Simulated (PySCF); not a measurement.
Electron correlation in Te⁺ (tellurium, charge +1)

[Kr] 4d10 5s1 5p3 5d1, high-spin 6D determinant (an excited configuration). Calculation: PySCF 2.14, in aug-cc-pV5Z-PP with ECP28MDF; scalar relativity through the core potential. Frozen: 4s2 4p6 4d10; 5 electrons correlated.

MP2 pair energies summed by pair of shells (mhartree):

```tsv
pair	energy	share (%)
5p-5p	-12.03	47.5
5p-5d	-9.08	35.9
5s-5p	-3.03	12.0
5s-5d	-1.16	4.6
```

Total MP2 correlation energy: -25.29 mhartree.

Same-spin part -25.29 and opposite-spin part 0.00 mhartree; SCS-MP2 scales them by 1/3 and 6/5 to -8.43 mhartree.
